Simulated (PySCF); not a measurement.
# Diatomics of Ga with the fourth-period p block

r²SCAN with double-zeta basis sets in PySCF, for the lowest determinant that a PBE0 search found; no spin–orbit coupling. De refers to high-spin ground-configuration atoms. A positive dipole means M(−)Ga(+).

```json
{"M": "Ge", "basis": "cc-pVDZ-PP", "state (unpaired electrons)": "quartet (σ ↑, π ↑↑)", "Re (Å)": "2.473", "ωe (cm⁻¹)": "219", "De (eV)": "2.51", "μ (D)": "1.18"}
{"M": "As", "basis": "cc-pVDZ-PP", "state (unpaired electrons)": "triplet (π ↑↑)", "Re (Å)": "2.568", "ωe (cm⁻¹)": "211", "De (eV)": "1.95", "μ (D)": "1.27"}
{"M": "Br", "basis": "x2c-SVPall", "state (unpaired electrons)": "singlet (closed shell)", "Re (Å)": "2.357", "ωe (cm⁻¹)": "274", "De (eV)": "4.47", "μ (D)": "2.11"}
```

The shortest bond is that of GaBr (2.357 Å), the longest that of GaAs (2.568 Å). GaBr is bound most strongly (4.47 eV) and GaAs least (1.95 eV).

The rows differ in basis set, which adds steps of its own.

The state changes along the series, so neighbouring rows are not always alike in their bonding.

States were picked by a PBE0 search and need not be the measured ground states.
